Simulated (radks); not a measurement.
The dysprosium ion Dy24+, configuration [Kr] 4d6. Calculated with a radial shooting solver on a logarithmic mesh with Libxc functionals: scalar-relativistic Kohn-Sham, BLYP, spin-polarised, spherical densities, finite nucleus; open shells are filled with parallel spins first (spin-orbit coupling, left out, can overturn this in heavy ions); Fermi nuclear charge, rms radius 5.2218 fm.

Normalised radial functions P(r) = r R(r), r in bohr:

r	4s down	4p up	4d up
0.001406	0.1613	0.0058	0.0000
0.001787	0.1935	0.0087	0.0001
0.00229	0.2315	0.0132	0.0001
0.002911	0.2724	0.0199	0.0002
0.003731	0.3176	0.0302	0.0004
0.004781	0.3628	0.0457	0.0009
0.006078	0.4020	0.0678	0.0017
0.007788	0.4304	0.1010	0.0033
0.009981	0.4356	0.1484	0.0064
0.01269	0.4055	0.2115	0.0121
0.01626	0.3229	0.2971	0.0231
0.02083	0.1751	0.4029	0.0431
0.02649	-0.0322	0.5162	0.0771
0.03394	-0.2925	0.6232	0.1364
0.04315	-0.5368	0.6794	0.2276
0.05529	-0.6879	0.6320	0.3670
0.07085	-0.6215	0.4189	0.5523
0.09007	-0.2795	0.0346	0.7527
0.1154	0.3030	-0.4755	0.9182
0.1479	0.8605	-0.8979	0.9325
0.188	1.0063	-0.9528	0.6875
0.241	0.4895	-0.4567	0.1168
0.3088	-0.5384	0.4739	-0.6586
0.3925	-1.4387	1.3299	-1.3167
0.503	-1.6887	1.6493	-1.5699
0.6395	-1.2461	1.3062	-1.3036
0.8195	-0.5849	0.6735	-0.7485
1.05	-0.1665	0.2158	-0.2821
1.335	-0.0281	0.0420	-0.0680
1.711	-0.0021	0.0038	-0.0082

4s down: eigenvalue -1064.8 eV, 3 radial nodes at r = 0.0256, 0.102, 0.273 bohr, <r> = 0.498 bohr, 90 % of the charge inside 0.707 bohr. 4p up: eigenvalue -963.43 eV, 2 radial nodes at r = 0.0917, 0.274 bohr, <r> = 0.515 bohr, 90 % of the charge inside 0.738 bohr. 4d up: eigenvalue -816.31 eV, 1 radial node at r = 0.251 bohr, <r> = 0.527 bohr, 90 % of the charge inside 0.770 bohr.
